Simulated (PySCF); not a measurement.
H3FO2Si (SMILES O[SiH](O)F), singlet, geometry from GFN2-xTB. Base run: PySCF with B3LYP/cc-pVDZ.

Input for PySCF:
```python
from pyscf import gto, scf, dft, solvent

mol = gto.Mole()
mol.atom = '''
    Si    0.327173    0.026510   -0.111651
    O    -0.328354    1.457746   -0.414853
    O    -0.538511   -1.125839   -0.846149
    F     0.258373   -0.298805    1.466884
    H     1.715485    0.121667   -0.475666
    H    -1.273434    1.587430   -0.439377
    H    -0.412907   -2.046238   -0.635772
'''
mol.basis = 'cc-pvdz'
mol.charge = 0
mol.spin = 0
mol.verbose = 3
mol.build()

mf = dft.RKS(mol)
mf.xc = 'b3lyp'
mf.kernel()
```

Each row names what was changed in the base input (with any setting that the change needs).

| change | ΔE vs base (kcal/mol) | dipole (D) | HOMO-LUMO gap (eV) |
|---|---|---|---|
| base | 0.000 | 1.59 | 10.13 |
| model = ddCOSMO; solvent = dimethylsulfoxide | -5.00 | 1.81 | 10.40 |
| model = IEF-PCM; solvent = dimethylsulfoxide; vdw_scale = 1.1 | [?] | [?] | [?] |
| model = IEF-PCM; solvent = dimethylsulfoxide; vdw_scale = 1.4 | -3.96 | 1.79 | 10.38 |
| model = IEF-PCM; solvent = dimethylsulfoxide | -6.97 | 1.87 | 10.49 |
| model = IEF-PCM; solvent = methanol | [?] | 1.86 | [?] |
| model = SS(V)PE; solvent = dimethylsulfoxide | [?] | 1.86 | 10.49 |
| model = IEF-PCM; solvent = water | -7.07 | 1.87 | 10.49 |
| model = COSMO; solvent = dimethylsulfoxide | -6.97 | 1.87 | 10.49 |
| model = IEF-PCM; solvent = 2-propanol | -6.63 | 1.85 | 10.47 |
| model = IEF-PCM; solvent = dimethylsulfoxide; r_probe = 0.5 | -2.62 | 1.75 | 10.31 |
| model = IEF-PCM; solvent = dimethylsulfoxide; lebedev_order = 41 | -7.00 | 1.87 | 10.49 |

Problem. Some entries are withheld; supply them.

Solution. 
- model = IEF-PCM; solvent = dimethylsulfoxide; vdw_scale = 1.1, ΔE vs base (kcal/mol): -9.49
- model = IEF-PCM; solvent = dimethylsulfoxide; vdw_scale = 1.1, dipole (D): 1.91
- model = IEF-PCM; solvent = dimethylsulfoxide; vdw_scale = 1.1, HOMO-LUMO gap (eV): 10.56
- model = IEF-PCM; solvent = methanol, ΔE vs base (kcal/mol): -6.87
- model = IEF-PCM; solvent = methanol, HOMO-LUMO gap (eV): 10.48
- model = SS(V)PE; solvent = dimethylsulfoxide, ΔE vs base (kcal/mol): -6.92

The base is the gas phase, so ΔE is the electrostatic part of solvation at a fixed geometry, without cavity and dispersion terms.
